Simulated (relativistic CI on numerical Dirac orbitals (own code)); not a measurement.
Method of calculation: Dirac-Coulomb-Breit CI, separate exchange-only KLI orbitals for each configuration, model QED (radiative potential, 1s self-energy scaled to tabulated hydrogen-like ionisation energies), valence Slater integrals scaled by 0.85, P86 correlation energy added to each configuration (own radial code, finite nucleus).

Configurations in the expansion (outside the closed core [Ar] 3d10): 4s2 4p2, 4s 4p3, 4s2 4p 4d, 4p4, 4s 4p2 4d, 4s2 4p 4f, 4s2 4p 5s, 4s 4p2 4f, 4s2 4p 5p, 4p3 4d, 4s2 4p 5d, 4s2 4p 6s, 4s 4p2 5s, 4s 4p 4d2, 4s2 4p 6p, 4s2 4d 4f, 4s2 4p 5f, 4s2 4p 5g, 4s 4p2 5p, 4s2 4p 6d, 4s2 4p 7s, 4s2 4p 7p, 4s2 4p 6f, 4p3 4f, 4s 4p2 5d, 4s 4p2 6s, 4s2 4d 5p, 4s2 4d2, 4s 4d3, 4s 4d2 4f, 4p2 4d2, 4p 4d3, 4p 4d2 4f, 4p 4d2 5s, 4s2 4f2, 4s 4d 4f2, 4s 4f3, 4p2 4f2, 4p 4d 4f2, 4p 4f3, 4p 4f2 5s, 4s2 4d 5s, 4s 4d2 5s, 4s 4d 4f 5s, 4s 4p 4d 4f, 4s 4p 5s 5p, 4s 4d 5s 5p, 4p 4d 5s 5p, 4s 4f 5s 5p, 4s 5s2 5p, 4p 4f 5s 5p, 4p2 4d 5s, 4p 4d 4f 5s, 4p 4d 5s2, 4s 4p 4f 5s, 4s 4f2 5s, 4s 4f 5s2. Double excitations out of closed p, d and f shells are left out; levels of such configurations are missing from the list, as are those of other unlisted configurations, and high levels can miss mixing partners. These lack a partner that the ground configuration has and come out too high: 4s 4p2 5p, 4s 4p2 5d, 4s 4p2 6s, 4s2 4p 5p, 4s2 4p 5d.

At this charge configurations can still be misplaced by up to about 7 % of their energy. 13 of the 13 excited levels that our extract of the measured tables holds in this range could be paired (the sources list more); they are missed by 749 cm⁻¹ on average and 1882 at most, and levels without a partner can miss by more.

Outline of the computed level scheme of Rb VI. Lowest level of each configuration: 4s2 4p2 3P_0 at 0.0000 eV; 4s 4p3 5S°_2 at 14.2231 eV; 4s2 4p 4d 3F°_2 at 27.9154 eV; 4s2 4p 5s 3P°_0 at 38.8379 eV; 4p4 3P_2 at 39.1913 eV; 4s 4p2 4d 5F_1 at 41.4721 eV.

Some strong electric-dipole decays among the lowest 45 levels: 4s2 4p 4d 1F°_3 → 4s2 4p2 1D_2 (5.0e+10 s⁻¹); 4s2 4p 4d 3D°_3 → 4s2 4p2 3P_2 (4.6e+10 s⁻¹); 4s2 4p 4d 1P°_1 → 4s2 4p2 1S_0 (3.5e+10 s⁻¹); 4s2 4p 4d 3P°_1 → 4s2 4p2 3P_0 (3.5e+10 s⁻¹); 4s2 4p 4d 3P°_0 → 4s2 4p2 3P_1 (3.2e+10 s⁻¹); 4s2 4p 4d 3D°_1 → 4s2 4p2 3P_1 (2.7e+10 s⁻¹); 4s2 4p 4d 3D°_2 → 4s2 4p2 3P_2 (2.3e+10 s⁻¹); 4s2 4p 5s 1P°_1 → 4s2 4p2 1D_2 (2.3e+10 s⁻¹).

LS names give the leading component of a level, which can be under half, so a name can repeat, a term be missing and a line seem to break the LS rules.
